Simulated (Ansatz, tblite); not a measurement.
Removing and adding an electron: Be2Cl4 (the lowest singlet isomer of a short search). Charge 0, multiplicity 1. Geometry: r2SCAN-D4/def2-SVP. Ansatz, gas phase; energy differences of separate SCF runs; the oxidised species was run as a doublet alone; the reduced species was run as a doublet alone.

```xyz
6

Be   -0.8313    0.1937   -1.0090
Be    0.8321   -0.1905    1.0090
Cl    1.1542   -0.2701   -1.0028
Cl    1.9884   -0.4672    2.4141
Cl   -1.1513    0.2819    1.0028
Cl   -1.9921    0.4523   -2.4141
```

The xTB rows come from tblite. The structure comes from a short search, and lower isomers may exist.

Task: Estimate orbital energies and vertical ionisation energies and electron affinities at: GFN1-xTB; GFN2-xTB; PBE-D4/def2-TZVP; PBE-D4/def2-TZVPD; r2SCAN-D4/def2-TZVP; r2SCAN-D4/def2-TZVPD; PBE0-D4/def2-TZVP; PBE0-D4/def2-TZVPD.

Result: 
```json
{"level": "GFN1-xTB", "−HOMO (eV)": "12.95", "vertical IE (eV)": "15.00", "−LUMO (eV)": "6.28", "vertical EA (eV)": "3.60", "HOMO–LUMO gap (eV)": "6.68", "IE − EA (eV)": "11.40", "remarks": "–"}
{"level": "GFN2-xTB", "−HOMO (eV)": "12.39", "vertical IE (eV)": "14.87", "−LUMO (eV)": "7.11", "vertical EA (eV)": "4.31", "HOMO–LUMO gap (eV)": "5.29", "IE − EA (eV)": "10.56", "remarks": "–"}
{"level": "PBE-D4/def2-TZVP", "−HOMO (eV)": "7.69", "vertical IE (eV)": "10.42", "−LUMO (eV)": "1.45", "vertical EA (eV)": "–", "HOMO–LUMO gap (eV)": "6.24", "IE − EA (eV)": "–", "remarks": "–"}
{"level": "PBE-D4/def2-TZVPD", "−HOMO (eV)": "7.77", "vertical IE (eV)": "–", "−LUMO (eV)": "1.59", "vertical EA (eV)": "-0.13", "HOMO–LUMO gap (eV)": "6.18", "IE − EA (eV)": "–", "remarks": "HOMO above zero (-1 doublet)"}
{"level": "r2SCAN-D4/def2-TZVP", "−HOMO (eV)": "8.06", "vertical IE (eV)": "10.68", "−LUMO (eV)": "1.03", "vertical EA (eV)": "–", "HOMO–LUMO gap (eV)": "7.03", "IE − EA (eV)": "–", "remarks": "–"}
{"level": "r2SCAN-D4/def2-TZVPD", "−HOMO (eV)": "8.10", "vertical IE (eV)": "–", "−LUMO (eV)": "1.15", "vertical EA (eV)": "-0.33", "HOMO–LUMO gap (eV)": "6.95", "IE − EA (eV)": "–", "remarks": "HOMO above zero (-1 doublet)"}
{"level": "PBE0-D4/def2-TZVP", "−HOMO (eV)": "9.10", "vertical IE (eV)": "11.00", "−LUMO (eV)": "0.62", "vertical EA (eV)": "–", "HOMO–LUMO gap (eV)": "8.47", "IE − EA (eV)": "–", "remarks": "–"}
{"level": "PBE0-D4/def2-TZVPD", "−HOMO (eV)": "9.15", "vertical IE (eV)": "–", "−LUMO (eV)": "0.76", "vertical EA (eV)": "-0.26", "HOMO–LUMO gap (eV)": "8.39", "IE − EA (eV)": "–", "remarks": "HOMO above zero (-1 doublet)"}
```

Relaxing the reduced species (r2SCAN-D4/def2-SVPD) changes its energy by -0.70 eV at PBE-D4/def2-TZVPD, so the adiabatic electron affinity to this nearest minimum is 0.57 eV. At PBE0-D4/def2-TZVPD it is 0.54 eV. The highest occupied level of the relaxed charge -1 doublet lies above zero (up to 0.52 eV). By energy differences its removal costs 0.57 eV (each at its own geometry, to the charge 0 singlet, at PBE-D4/def2-TZVPD); the vertical value is larger still, so the positive level points to self-interaction error.     A HOMO above zero means that the electron is unbound at that level or that self-interaction error raises the level; the energy of removing that electron tells which. Raw xTB energy differences between charge states are shifted by several eV; the methods need an empirical correction for them. A negative affinity means that the extra electron isn't bound; its size then hangs on the basis.
